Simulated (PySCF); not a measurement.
Vertical excitations of a molecule C5H4F2 from TDDFT-ωB97X/def2-SVPD (PySCF), as energy in eV (oscillator strength): 4.44 (0.041), 6.36 (0.000), 7.47 (0.035), 7.51 (0.001), 7.56 (0.000), 8.31 (0.061), 8.50 (0.000), 8.57 (0.008). Lowest triplet (TDA): 2.60 eV. Coordinates come from a PBE0-D3(BJ)/def2-SVP optimisation. The values are those of a single conformer.

Q: Which structure fits?
A. FC1=C(F)CC=C1
B. C#CC(F)(F)C=C
C. FC1(F)C=CC=C1
D. C=C=C/C(F)=C\F

A: C, FC1(F)C=CC=C1
